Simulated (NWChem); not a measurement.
System: CHCl, singlet; SMILES [CH]Cl

```xyz
3

C      0.1500     1.2002     0.0000
Cl    -0.0133    -0.5192     0.0000
H     -0.9189     1.5249     0.0000
```
Atoms are numbered in this order, from 1.

All runs: NWChem. Geometry optimised at B3LYP/6-31G*; all other runs use it. Pople sets run with spherical d functions. Low-valent species are run as closed-shell singlets; no triplet was tried in these runs.

| quantity | level | value |
|---|---|---|
| J(13C atom 1, 1H atom 3) (Hz) | B3LYP/pcJ-1 | 58.6 |
| solvation free energy (kcal/mol) in 1-propanol | M05-2X/def2-SVP, SMD | -1.8 |
| vertical, lowest excitation, singlet (eV) | B3LYP/def2-SVP, TDA | 1.98 |
| first state with f > 0.002 (eV), Cl K edge, unshifted | B3LYP/cc-pVTZ, TDA | 2759.3 |
| dipole (D) | B3LYP/6-31G* | 1.55 |
| highest harmonic frequency (cm⁻¹) | B3LYP/6-31G* | 2892 |
